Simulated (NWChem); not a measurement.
AlH2OCl; SMILES [OH][AlH][Cl]

```xyz
5

Al    -0.5357     0.5412     0.0000
H     -2.0723     0.8467     0.0000
Cl     0.1851    -1.4358     0.0000
O      0.5481     1.8400     0.0000
H      1.5058     1.8066     0.0000
```
Atoms are numbered in this order, from 1.

Computed with NWChem. Pople sets run with spherical d functions. Geometry: optimised at PBE0/def2-SVP. Ions are spin-unrestricted doublets at the neutral geometry; other ion states weren't tried. Functional: LC-ωPBE (HJS hole) with 6-31G*; rows give the range parameter ω in 1/bohr.

```csv
range parameter (1/bohr),"vertical ionisation energy, ΔSCF (eV)",−ε(HOMO) (eV),ΔSCF minus −ε(HOMO) (eV)
0.10,10.97,9.01,1.96
0.25,11.50,10.75,0.75
0.50,12.07,12.34,-0.27
```
